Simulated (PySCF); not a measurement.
C3H7BO2, SMILES COB(C)C=O.

The structure is a stationary point at PBE0-D3(BJ)/def2-SVP. The structure was generated by enumeration, and PubChem lists no compound with its InChIKey, so it may never have been made. The values are those of a single conformer.

Two levels are set side by side: PBE/def2-TZVP (PySCF) and r2SCAN/def2-TZVP (PySCF). Same geometry, gas phase. Differences are taken from unrounded values.

```csv
quantity,r2SCAN
orbital gap (eV),2.75
highest occupied level (eV),-5.54
lowest empty level (eV),-2.79
dipole moment (D),3.78
mean polarisability (bohr³),57.4
```

Question: What does PBE give, and how far is it from r2SCAN? (The exact figures need the calculation; the answer reports its results.)

Answer: 
```csv
quantity,PBE,PBE minus r2SCAN
orbital gap (eV),2.29,-0.46
highest occupied level (eV),-5.25,0.29
lowest empty level (eV),-2.96,-0.17
dipole moment (D),3.75,-0.03
mean polarisability (bohr³),59.1,1.7
```

Rough cost on one machine, each run with all the roots and properties that it gave: r2SCAN against PBE about 4 times.
